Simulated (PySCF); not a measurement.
Compound: C₆H₉NSi.
Atom-mapped SMILES: `[SiH3:1][CH2:2][c:3]1[cH:4][cH:5][n:6][cH:7][cH:8]1` (hydrogens: H9, H10, H11 on Si1; H12, H13 on C2; H14 on C4; H15 on C5; H16 on C7; H17 on C8)

The same species was optimised twice, with GFN2-xTB and with PBE0-D3(BJ)/def2-SVP (PySCF), and the same property calculations (PySCF, gas phase) were run on both structures.

```csv
coordinate,GFN2-xTB,PBE0-D3(BJ)/def2-SVP,change
Si1–C2 (Å),1.914,1.898,-0.016
C2–C3 (Å),1.486,1.496,+0.010
C7–C8 (Å),1.384,1.393,+0.009
C4–C5 (Å),1.384,1.393,+0.009
C5–N6 (Å),1.323,1.331,+0.008
N6–C7 (Å),1.323,1.330,+0.007
C3–C4 (Å),1.392,1.400,+0.008
C3–C8 (Å),1.392,1.400,+0.008
Si1–C2–C3 (°),110.2,111.4,+1.2
C5–N6–C7 (°),117.5,117.0,-0.5
C4–C3–C8 (°),117.1,116.6,-0.5
C3–C8–C7 (°),119.1,119.4,+0.3
C4–C5–N6 (°),123.6,123.9,+0.3
C2–C3–C8 (°),121.5,121.7,+0.2
C3–C4–C5 (°),119.1,119.3,+0.2
N6–C7–C8 (°),123.6,123.8,+0.2
Si1–C2–C3–C4 (°),89,87,-2
```

Rotational constants: A = 4094, B = 1016, C = 923.3 MHz (GFN2-xTB) against A = 4090, B = 997.8, C = 905.7 MHz (PBE0-D3(BJ)/def2-SVP). Atoms that the bonding makes alike are paired by their places after alignment.

On the GFN2-xTB structure: lowest singlet, TDDFT (eV) 5.16 [wB97X-D/def2-SVPD]; isotropic polarisability (au) 100.8 [wB97X-D/def2-SVPD]; HOMO (eV) -9.21 [wB97X-D/def2-SVPD]; LUMO (eV) 0.99 [wB97X-D/def2-SVPD]; dipole (D) 2.75 [wB97X-D/def2-SVPD]; HOMO (eV) -7.28 [PBE0/pcSseg-1]; LUMO (eV) -0.69 [PBE0/pcSseg-1]; dipole (D) 2.71 [PBE0/pcSseg-1]; GIAO shielding of Si1 (ppm) 409.6 [PBE0/pcSseg-1]; GIAO shielding of C2 (ppm) 165.2 [PBE0/pcSseg-1]; GIAO shielding of C3 (ppm) 31.5 [PBE0/pcSseg-1]; GIAO shielding of C4/C8 (mean) (ppm) 59.6 [PBE0/pcSseg-1]; GIAO shielding of C5/C7 (mean) (ppm) 30.9 [PBE0/pcSseg-1]; GIAO shielding of N6 (ppm) -82.4 [PBE0/pcSseg-1].

Problem. What do these properties become on the PBE0-D3(BJ)/def2-SVP structure?

Solution. 
```tsv
property	level	on GFN2-xTB	on PBE0-D3(BJ)/def2-SVP	change
lowest singlet, TDDFT (eV)	wB97X-D/def2-SVPD	5.16	5.13	-0.03
isotropic polarisability (au)	wB97X-D/def2-SVPD	100.8	102.8	+2.0
HOMO (eV)	wB97X-D/def2-SVPD	-9.21	-9.29	-0.08
LUMO (eV)	wB97X-D/def2-SVPD	0.99	0.89	-0.10
dipole (D)	wB97X-D/def2-SVPD	2.75	2.70	-0.05
energy, GFN2-xTB geometry as zero (kcal/mol)	wB97X-D/def2-SVPD	0.0	-1.4	-1.4
HOMO (eV)	PBE0/pcSseg-1	-7.28	-7.36	-0.08
LUMO (eV)	PBE0/pcSseg-1	-0.69	-0.79	-0.10
dipole (D)	PBE0/pcSseg-1	2.71	2.65	-0.06
energy, GFN2-xTB geometry as zero (kcal/mol)	PBE0/pcSseg-1	0.0	-0.9	-0.9
GIAO shielding of Si1 (ppm)	PBE0/pcSseg-1	409.6	407.6	-2.0
GIAO shielding of C2 (ppm)	PBE0/pcSseg-1	165.2	164.7	-0.5
GIAO shielding of C3 (ppm)	PBE0/pcSseg-1	31.5	30.8	-0.7
GIAO shielding of C4/C8 (mean) (ppm)	PBE0/pcSseg-1	59.6	56.8	-2.8
GIAO shielding of C5/C7 (mean) (ppm)	PBE0/pcSseg-1	30.9	28.4	-2.5
GIAO shielding of N6 (ppm)	PBE0/pcSseg-1	-82.4	-86.8	-4.4
```

The heavy atoms differ by 0.023 Å rms after alignment (one structure mirrored). Among bonds between heavy atoms Si1–C2 changes most (-0.016 Å). Changes are differences of the printed values. Neither structure is proved a minimum here.

Conformer computed: `[SiH3:1][CH2:2][c:3]1[cH:4][cH:5][n:6][cH:7][cH:8]1`: Si1–C2–C3–C4 87°.

Note: wB97X-D ran without an empirical dispersion term, which enters the total energy and its gradient alone.
